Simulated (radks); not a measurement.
Species: Te5+. Configuration: [Kr] 4d10 5s1. All-electron calculation, Dirac Kohn-Sham, PBEsol, spin-unpolarised, spherical densities, finite nucleus; Fermi nuclear charge, rms radius 4.7423 fm. Program: a radial shooting solver on a logarithmic mesh with Libxc functionals.

X-ray form factor f0, the Fourier transform of the density (f0(0) = 47):

sin(theta)/lambda (1/angstrom),f0 (electrons)
0.05,46.595
0.1,45.431
0.15,43.646
0.2,41.429
0.25,38.970
0.3,36.434
0.4,31.590
0.5,27.458
0.6,24.183
0.8,19.777
1,16.996
1.25,14.235
1.5,11.729
2,7.939
